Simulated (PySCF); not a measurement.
Input for PySCF: D3(BJ) and D4 dispersion corrections on H2O2 (SMILES OO), a point of a torsion scan.

```python
from pyscf import gto
from pyscf.dispersion import dftd3, dftd4

mol = gto.M(
    atom='''
    O    -0.65852782    0.37196446    0.27011592
    O     0.65245759    0.37416489   -0.28226957
    H    -1.12938991   -0.37378509   -0.11990206
    H     0.70432366   -0.37071261   -0.89254399
    ''',
    basis='def2-svp',
    charge=0, spin=0, verbose=0, max_memory=1800)
d3, d4 = {}, {}
for xc in ['hf', 'pbe', 'blyp', 'revpbe', 'tpss', 'r2scan', 'b3lyp', 'pbe0', 'bhlyp', 'camb3lyp', 'b2plyp']:
    d3[xc] = float(dftd3.DFTD3Dispersion(mol, xc=xc, version='d3bj', atm=False).get_dispersion()['energy'])
    print(f'D3(BJ) {xc:10s} {d3[xc]:14.8f} Eh')
for xc in ['hf', 'pbe', 'blyp', 'revpbe', 'tpss', 'r2scan', 'b3lyp', 'pbe0', 'bhlyp', 'camb3lyp', 'b2plyp']:
    d4[xc] = float(dftd4.DFTD4Dispersion(mol, xc={'camb3lyp': 'cam-b3lyp'}.get(xc, xc), atm=True).get_dispersion()['energy'])
    print(f'D4     {xc:10s} {d4[xc]:14.8f} Eh')
```

The log:

```
D3(BJ) hf            -0.00939864 Eh
D3(BJ) pbe           -0.00083332 Eh
D3(BJ) blyp          -0.00169975 Eh
D3(BJ) revpbe        -0.00241159 Eh
D3(BJ) tpss          -0.00098903 Eh
D3(BJ) r2scan        -0.00019929 Eh
D3(BJ) b3lyp         -0.00135995 Eh
D3(BJ) pbe0          -0.00065381 Eh
D3(BJ) bhlyp         -0.00098573 Eh
D3(BJ) camb3lyp      -0.00051474 Eh
D3(BJ) b2plyp        -0.00056646 Eh
D4     hf            -0.00324676 Eh
D4     pbe           -0.00067896 Eh
D4     blyp          -0.00162801 Eh
D4     revpbe        -0.00304901 Eh
D4     tpss          -0.00092672 Eh
D4     r2scan        -0.00015956 Eh
D4     b3lyp         -0.00108553 Eh
D4     pbe0          -0.00054671 Eh
D4     bhlyp         -0.00066674 Eh
D4     camb3lyp      -0.00052766 Eh
D4     b2plyp        -0.00046509 Eh
```

The run finished.

Cost: very roughly 0.010 core-seconds.
